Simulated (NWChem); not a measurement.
# C₄H₄F₂; SMILES FC1=CC[C@H]1F

```xyz
10

F      0.8121     1.8060     0.0047
C      0.0003     0.7506     0.0132
C     -1.2950     0.5748    -0.2608
C     -1.2211    -0.9195     0.0439
C      0.2710    -0.6619     0.4476
F      1.2160    -1.3643    -0.2777
H     -2.1106     1.2301    -0.5414
H     -1.2962    -1.5804    -0.8251
H     -1.8693    -1.2882     0.8476
H      0.4919    -0.8010     1.5120
```
Atoms are numbered in this order, from 1.

Program: NWChem. Pople sets run with spherical d functions. The geometry was optimised at B3LYP/6-31G* (spherical d). Vertical excitations in the gas phase; the lowest state need not have the same character in each row.

```
level                     lowest excitation, singlet (eV)  lowest state with f > 0.02, singlet (eV)  oscillator strength of that bright state  orbital gap (eV)
------------------------  -------------------------------  ----------------------------------------  ----------------------------------------  ----------------
PBE/6-31G*, TDA                                         ?                                         ?                                         ?                 ?
B3LYP/6-31G*, TDA                                    7.55                                      7.55                                     0.061              7.25
Hartree-Fock/6-31G*, CIS                             8.14                                      8.14                                     0.354             14.66
BHandHLYP/6-31G*, TDA                                7.95                                      7.95                                     0.283             10.04
```

**Question.** Fill in the missing entries.

**Answer.** 
- PBE/6-31G*, TDA, lowest excitation, singlet (eV): 6.78
- PBE/6-31G*, TDA, lowest state with f > 0.02, singlet (eV): 7.43
- PBE/6-31G*, TDA, oscillator strength of that bright state: 0.149
- PBE/6-31G*, TDA, orbital gap (eV): 5.41
